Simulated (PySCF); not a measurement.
# Reading the logs of faulty runs: BClGeH2N

These are calculations, not measurements. They come from PySCF 2.14.0, an open-source quantum chemistry program, on an isolated molecule that a program drew, which may never have been made. The molecule is BClGeH2N (charge 0, doublet), drawn as the SMILES string `N=[B][GeH][Cl]`.

Each row is a Hartree-Fock (HF) and frozen-core CCSD(T) single point in the cc-pV(D+d)Z basis, meant for a local HF minimum. Run 1 is clean. Each other run has one planted mistake out of seven kinds, and not every kind appears here: one electron removed, one electron added, multiplicity raised by two, geometry at a saddle point, minimal basis STO-3G, one bond length entered in bohr, all coordinates scaled. The reference is restricted for singlets and unrestricted otherwise, and also for a bond in bohr. Adding or removing an electron swaps singlet and doublet. Electrons count all cores. HOMO and LUMO are orbital energies over both spins, the gradient is its largest component, and the lowest frequency (negative if imaginary) is given only where the gradient is small. Bond lengths are over the 5 bonds as drawn. T1 is the CCSD diagnostic: over 0.02 (restricted) or 0.045 (unrestricted) a single reference is doubtful. Germanium has the cc-pVDZ-PP basis, with a core potential (ECP10MDF) in place of its 10 inner electrons, and its 3s, 3p and 3d shells are frozen in CCSD(T).

Geometry of the clean run:
```xyz
6
BClGeH2N, angstrom
N    -1.4782   -0.3026    1.1445
B    -2.0655   -0.0431    0.1002
Ge   -2.9735    0.2974   -1.7015
Cl   -5.1309    0.3033   -1.4079
H    -1.0241   -0.5033    1.9966
H    -2.6077    1.6402   -2.3337
```

```
run  electrons  basis functions  <S^2>  HOMO (eV)  LUMO (eV)  gradient (hartree/bohr)  lowest frequency (cm^-1)  mean bond (Å)  longest bond (Å)      T1  HF (hartree)  CCSD(T) (hartree)                          mistake
  1         63               84  0.756      -9.48       0.23                  3.8e-05                        99         1.5928             2.177  0.0170    -833.21153         -833.71487                         no fault
  2         63               84  1.043      -9.54       0.01                  2.6e-02                         -         1.9569             3.867  0.0424    -833.13551         -833.62596  one bond length entered in bohr
  3         63               84  3.775      -5.79      -0.38                  2.2e-01                         -         1.5928             2.177  0.0187    -833.04101         -833.50018       multiplicity raised by two
  4         63               84  0.769     -10.02      -0.56                  1.1e-01                         -         1.7441             2.384  0.0228    -833.16121         -833.68361                                ?
  5         64               84  0.000      -1.49       7.88                  4.7e-02                         -         1.5928             2.177  0.0143    -833.23286         -833.75618                                ?
```

**Which mistake was planted in run 4, and what did it cost?**

The mean and the longest bond both change by the same factor, 1.095, and the gradient is no longer small. So the mistake is: all coordinates scaled. Subtracting run 1 and multiplying by 627.51 kcal/mol a hartree, the energy moved by 31.6 kcal/mol in HF and 19.6 kcal/mol in CCSD(T).

**Which mistake was planted in run 5, and what did it cost?**

It counts 64 electrons, one more than the clean run, at the same geometry and basis. So the mistake is: one electron added. Subtracting run 1 and multiplying by 627.51 kcal/mol a hartree, the energy moved by -13.4 kcal/mol in HF and -25.9 kcal/mol in CCSD(T).

